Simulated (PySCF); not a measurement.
## A small calculation by hand: oscillator strength and radiative lifetime

CH4BrFOSi, SMILES [Si](Br)(O)(C)F.

Coordinates come from a PBE-D3(BJ)/def2-SVP optimisation. The values are those of a single conformer.

TDDFT-PBE/def2-SVPD (PySCF) puts the first singlet state with f over 0.02 at 6.52 eV (vertical), with the transition dipole (-0.030, -0.381, -0.068) in atomic units.

Question: Find the oscillator strength, the wavelength and the radiative lifetime that this transition would have in vacuum if emission retraced absorption.

Answer: 
|μ|² = 0.1507 au, so |μ| = 0.99 D. ΔE = 6.52/27.211 = 0.2396 hartree. f = (2/3) ΔE |μ|² = 0.024 (the program prints 0.024).
λ = 1239.84/6.52 = 190 nm; ν = 52587 cm⁻¹.
Einstein's coefficient A = 0.6670 ν² f s⁻¹ (ν in cm⁻¹) = 4.4e7 s⁻¹, so τ = 1/A = 23 ns. This state is S1. The figure is the radiative limit of this one transition; relaxation, internal conversion, crossing to triplets and a medium change what is measured.
